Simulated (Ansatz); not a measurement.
Consider the redistribution: `C[Si](O)(F)Cl` + `F[SiH2]CS` → `O[Si](F)(Cl)CS` + `C[SiH2]F`.

Computed with Ansatz on PBE0-D4/def2-TZVP structures; ΔE is electronic, products minus reactants. CCSD(T)/CBS is the MP2 limit (def2-TZVPP, def2-QZVPP) plus CCSD(T) − MP2 in def2-TZVPP, frozen cores. DFT in def2-TZVPP. One conformer a species, not always the lowest.

Problem. Is it downhill or uphill in electronic energy at CCSD(T)/CBS, and by how much? (An estimate is asked.)

Solution. Computed: Uphill: ΔE = +4.1 kJ/mol.

Problem. What do these levels give: PBE-D4, r2SCAN-D4, PBE0-D4, ωB97M-V, HF/def2-TZVPP, SCS-MP2/def2-QZVPP? (Best estimate.)

Solution. Ansatz gave: PBE-D4 4.0, r2SCAN-D4 4.6, PBE0-D4 3.8, ωB97M-V 3.6, HF/def2-TZVPP 5.7, SCS-MP2/def2-QZVPP 3.8 kJ/mol.

Largest T1 diagnostic among the species: 0.011.
